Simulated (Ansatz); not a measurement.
Total energies of BF₂H₂OP (`FB(F)OP`).

```xyz
7

F    -1.774   -0.326    0.828
B    -0.737    0.489    0.950
F    -0.727    1.336    1.959
O     0.299    0.469    0.093
P     0.370   -0.411   -1.327
H     1.654    0.061   -1.704
H     0.915   -1.618   -0.800
```

Charge 0, multiplicity 1. All single points use the PBE0-D4/def2-TZVP geometry. It is one conformer, not always the lowest. Basis def2-TZVPP, the Gaussian-basis code of Ansatz.

RPA on PBE orbitals: Hartree–Fock energy of these orbitals -640.59970 Eh, correlation -1.50589 Eh (frozen core).

```csv
functional,energy without D4 (Eh),D4 term (kJ/mol)
r2SCAN,-642.47534,-2.9
B3LYP,-642.66139,-19.8
```

(1) Give the same for LDA (SPW92), PBE, revPBE, BLYP, B97M-V, PBE0, r2SCANh, r2SCAN0, HSE06 (plane-wave form), BHLYP, CAM-B3LYP, LC-ωPBE, ωB97X-V, ωB97M-V, B2PLYP, PBE-QIDH. (Estimate.)

B3LYP takes the VWN-RPA correlation (the form of Gaussian; ORCA's B3LYP/G). HSE06 is the plane-wave form, built on full-range PBE exchange. The double hybrids freeze the cores in their second-order part.

## Answers

(1) Ansatz gave: 
| functional | energy without D4 (Eh) | D4 term (kJ/mol) |
| --- | --- | --- |
| LDA (SPW92) | -639.29203 | – |
| PBE | -642.16468 | -12.2 |
| revPBE | -642.45974 | -40.3 |
| BLYP | -642.59840 | -27.6 |
| B97M-V | -642.46490 | – |
| PBE0 | -642.19933 | -10.2 |
| r2SCANh | -642.45773 | -3.1 |
| r2SCAN0 | -642.43257 | -3.4 |
| HSE06 (plane-wave form) | -642.17972 | -9.5 |
| BHLYP | -642.52120 | -14.5 |
| CAM-B3LYP | -642.56694 | -10.3 |
| LC-ωPBE | -642.35584 | – |
| ωB97X-V | -642.48176 | – |
| ωB97M-V | -642.54006 | – |
| B2PLYP | -642.34039 | – |
| PBE-QIDH | -642.07967 | – |

LC-ωPBE has ω = 0.4 bohr⁻¹.
